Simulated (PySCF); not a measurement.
Nitrogen: a sound run and one with changed settings

Sound run: N⁺ [He] 2s2 2p2, N²⁺ [He] 2s2 2p1. Computed with PySCF 2.14 in x2c-TZVPall (5s3p2d1f, 31 functions), with scalar relativity by spin-free X2C-1e. The sound run starts from symmetry-adapted Hartree-Fock orbitals and uses a fine grid where one is needed.

A second run was set up differently.

```
species  method  sound run (hartree)  changed run (hartree)  converged
     N⁺     UHF            -53.92152              -53.91559         no
     N⁺    MN15            -54.04889              -54.04484         no
     N⁺    PBE0            -54.03389              -54.02953         no
    N²⁺     UHF            -52.84834              -52.84177         no
    N²⁺    MN15            -52.95863              -52.95592         no
    N²⁺    PBE0            -52.93488              -52.93228         no
```

(1) What was changed?
A. too few SCF iterations
B. all electrons correlated in a valence basis
C. a valence shell is frozen
D. basis contracted for another Hamiltonian

Results:

(1) A. It used initial guess atom, at most 2 SCF cycles. The SCF was stopped early; the energies are upper bounds that still move, and correlated levels were skipped or rest on poor orbitals.
